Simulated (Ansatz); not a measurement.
Al₅F₃. The state is a triplet with charge 0. Geometry PBE-D4/def2-SVP, that of the charge +1 doublet; atoms count from 1.

```xyz
8

Al   -0.165    1.699    1.060
Al    1.829    0.300   -0.392
Al    0.012    1.468   -1.834
Al   -0.588   -0.768   -0.268
Al    1.639   -2.846    0.506
F    -0.962    2.400   -0.513
F    -0.327   -2.418    0.408
F    -1.437    0.165    1.033
```

At PBE0-D4/def2-TZVP a singlet of charge 0 lies 0.13 eV below the triplet at the same geometry. The structure comes from a short search, and lower isomers may exist.

Estimate the Mulliken populations from the PBE0/def2-TZVP orbitals of Ansatz.


| atom | charge (e) | spin (α − β) |
| --- | --- | --- |
| Al1 | 0.30 | 0.40 |
| Al2 | -0.21 | 0.52 |
| Al3 | 0.16 | 0.46 |
| Al4 | 0.36 | 0.31 |
| Al5 | 0.28 | 0.28 |
| F6 | -0.29 | 0.01 |
| F7 | -0.32 | 0.01 |
| F8 | -0.29 | 0.00 |
Mulliken values depend strongly on the basis.

Where does the spin sit?

Summed by element: Al 1.98, F 0.02, of 2 unpaired in all. Largest on single atoms: Al2 0.52, Al3 0.46, Al1 0.40.

And the Mayer bond orders between heavy atoms (over 0.3)?

Al1–Al2 0.62 (2.84 Å); Al1–F6 0.52 (1.90 Å); Al1–F8 0.41 (1.99 Å); Al2–Al3 0.79 (2.60 Å); Al2–Al4 0.73 (2.65 Å); Al2–Al5 0.44 (3.28 Å); Al3–Al4 0.60 (2.80 Å); Al3–F6 0.52 (1.89 Å); Al4–F7 0.62 (1.80 Å); Al4–F8 0.64 (1.81 Å); Al5–F7 0.41 (2.01 Å).
